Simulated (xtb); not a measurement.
H$_{3}$P, triplet, from a rough starting geometry (a higher spin typed on purpose: for a closed-shell molecule this is an excited state); GFN2-xTB in xtb.

Here is a job for xtb.
```
$ xtb mol.xyz --gfn 2 --uhf 2 --opt vtight --json

# file mol.xyz
4

P      0.00364851     0.05035092     0.52264173
H     -0.44801244     1.05975342    -0.15342645
H      1.18267279    -0.11979695    -0.26559860
H     -0.67380576    -0.95182595    -0.14984622
```

It wrote (shortened):

```
   ID    Z sym.   atoms
    1   15 P      1
    2    1 H      2-4

           -------------------------------------------------
          |                Calculation Setup                |
           -------------------------------------------------

           -------------------------------------------------
          |                 G F N 2 - x T B                 |
           -------------------------------------------------

          ...................................................
          :                      SETUP                      :
          :.................................................:
          :  # basis functions                  13          :
          :  # atomic orbitals                  12          :
          :  # shells                            6          :
          :  # electrons                         8          :
          :  max. iterations                   250          :
          :  Hamiltonian                  GFN2-xTB          :
          :  restarted?                      false          :
          :  GBSA solvation                  false          :
          :  PC potential                    false          :
          :  electronic temp.          300.0000000     K    :
          :  accuracy                    1.0000000          :
          :  -> integral cutoff          0.2500000E+02      :
          :  -> integral neglect         0.1000000E-07      :
          :  -> SCF convergence          0.1000000E-05 Eh   :
          :  -> wf. convergence          0.1000000E-03 e    :
          :  Broyden damping             0.4000000          :
          :  net charge                          0          :
          :  unpaired electrons                  2          :
          ...................................................

 iter      E             dE          RMSdq      gap      omega  full diag
   1     -3.8432533 -0.384325E+01  0.111E+01    0.57       0.0  T
   2     -3.8482898 -0.503647E-02  0.611E+00    0.24       1.0  T
   3     -3.8463808  0.190898E-02  0.403E+00    0.16       1.0  T
   4     -3.8492288 -0.284801E-02  0.107E+00    0.18       1.0  T
   5     -3.8494049 -0.176057E-03  0.887E-01    0.27       1.0  T
   6     -3.8493800  0.248988E-04  0.105E+00    0.27       1.0  T
   7     -3.8494494 -0.694317E-04  0.861E-02    0.30       1.0  T
   8     -3.8494509 -0.154067E-05  0.652E-02    0.29       1.0  T
   9     -3.8494513 -0.328202E-06  0.296E-02    0.30       1.7  T
  10     -3.8494513 -0.556294E-07  0.208E-02    0.30       2.4  T
  11     -3.8494514 -0.360207E-07  0.105E-02    0.30       4.8  T
  12     -3.8494514 -0.718722E-08  0.523E-03    0.30       9.6  T
  13     -3.8494514 -0.231613E-08  0.154E-03    0.30      32.5  T
  14     -3.8494514 -0.253076E-09  0.461E-04    0.30     108.5  T
  15     -3.8494514 -0.165907E-10  0.131E-04    0.30     381.7  T

   *** convergence criteria satisfied after 15 iterations ***

 transition dipole moment (au) for excitation:           4           5
     X       Y       Z
  -0.9049  -0.1914   0.1342  total (au/Debye):    0.935   2.376
 dE (eV)             :    5.823
 oscillator strength :  0.17623E+00

         :::::::::::::::::::::::::::::::::::::::::::::::::::::
         ::                     SUMMARY                     ::
         :::::::::::::::::::::::::::::::::::::::::::::::::::::
         :: total energy              -3.812399249186 Eh    ::
         :: gradient norm              0.083712825071 Eh/a0 ::
         :: HOMO-LUMO gap              0.296913348665 eV    ::
         ::.................................................::
         :: SCC energy                -3.849451373249 Eh    ::
         :: -> isotropic ES            0.000007949466 Eh    ::
         :: -> anisotropic ES         -0.001937290773 Eh    ::
         :: -> anisotropic XC          0.002668456115 Eh    ::
         :: -> dispersion             -0.000678815314 Eh    ::
         :: repulsion energy           0.037052124063 Eh    ::
[...]
 * total energy  :    -3.8886439 Eh     change       -0.7114791E-02 Eh
 * total energy  :    -3.8965528 Eh     change       -0.7908893E-02 Eh
 * total energy  :    -3.8989425 Eh     change       -0.2389732E-02 Eh
 * total energy  :    -3.9013608 Eh     change       -0.2418223E-02 Eh
 * total energy  :    -3.9019343 Eh     change       -0.5735245E-03 Eh
 * total energy  :    -3.9019899 Eh     change       -0.5565031E-04 Eh
 * total energy  :    -3.9020085 Eh     change       -0.1853205E-04 Eh
 * total energy  :    -3.9020119 Eh     change       -0.3481121E-05 Eh
 * total energy  :    -3.9020167 Eh     change       -0.4739701E-05 Eh
 * total energy  :    -3.9020185 Eh     change       -0.1854106E-05 Eh
 * total energy  :    -3.9020187 Eh     change       -0.1935411E-06 Eh
 * total energy  :    -3.9020187 Eh     change       -0.3207605E-08 Eh
   *** GEOMETRY OPTIMIZATION CONVERGED AFTER 19 ITERATIONS ***
         :: total energy              -3.902018738615 Eh    ::
[...]
         :: SCC energy                -3.919080963193 Eh    ::
         :: -> isotropic ES            0.001746874019 Eh    ::
         :: -> anisotropic ES         -0.014178363481 Eh    ::
         :: -> anisotropic XC          0.003154624976 Eh    ::
         :: -> dispersion             -0.000643737937 Eh    ::
         :: repulsion energy           0.017062224578 Eh    ::
         :: add. restraining           0.000000000000 Eh    ::
         :: total charge              -0.000000000000 e     ::
         :::::::::::::::::::::::::::::::::::::::::::::::::::::

           -------------------------------------------------
          |                Property Printout                |
           -------------------------------------------------

    * Orbital Energies and Occupations

         #    Occupation            Energy/Eh            Energy/eV
      -------------------------------------------------------------
         1        2.0000           -0.6571032             -17.8807
         2        2.0000           -0.4824002             -13.1268
         3        2.0000           -0.4568546             -12.4316
         4        1.0000           -0.3530071              -9.6058
         5        1.0000           -0.3232939              -8.7973 (HOMO)
         6                         -0.1411520              -3.8409 (LUMO)
         7                         -0.0546759              -1.4878
         8                         -0.0540847              -1.4717
         9                         -0.0302514              -0.8232
        10                          0.0908958               2.4734
        11                          0.4680147              12.7353
        12                          1.3912646              37.8582
      -------------------------------------------------------------
                  HL-Gap            0.1821419 Eh            4.9563 eV
             Fermi-level           -0.3185769 Eh           -8.6689 eV

     #   Z          covCN         q      C6AA      α(0)
     1  15 P        2.906    -0.354   177.119    23.913
     2   1 H        0.964     0.162     1.308     1.787
     3   1 H        0.977     0.030     2.586     2.513
     4   1 H        0.964     0.162     1.308     1.787

 Mol. C6AA /au·bohr⁶  :        295.183578
 Mol. C8AA /au·bohr⁸  :      12658.423349
 Mol. α(0) /au        :         30.000258

Wiberg/Mayer (AO) data.
largest (>0.10) Wiberg bond orders for each atom

 ---------------------------------------------------------------------------
     #   Z sym  total        # sym  WBO       # sym  WBO       # sym  WBO
 ---------------------------------------------------------------------------
     1  15 P    2.585 --     3 H    0.967     4 H    0.809     2 H    0.809
     2   1 H    0.910 --     1 P    0.809
     3   1 H    0.999 --     1 P    0.967
     4   1 H    0.910 --     1 P    0.809
 ---------------------------------------------------------------------------

Topologies differ in total number of bonds
Writing topology from bond orders to xtbtopo.mol

molecular dipole:
                 x           y           z       tot (Debye)
 q only:        0.097      -0.011      -0.022
   full:        0.286      -0.032      -0.065       0.750
molecular quadrupole (traceless):
                xx          xy          yy          xz          yz          zz
 q only:       -1.201       0.428       2.548      -0.027      -0.005      -1.347
  q+dip:       -1.381       0.525       3.167      -0.091      -0.001      -1.786
   full:       -1.009       0.276       1.335       0.162      -0.023      -0.326

optimized geometry written to: xtbopt.xyz

           -------------------------------------------------
          | TOTAL ENERGY               -3.902018738615 Eh   |
          | GRADIENT NORM               0.000009960188 Eh/α |
          | HOMO-LUMO GAP               4.956332289922 eV   |
           -------------------------------------------------

normal termination of xtb
```
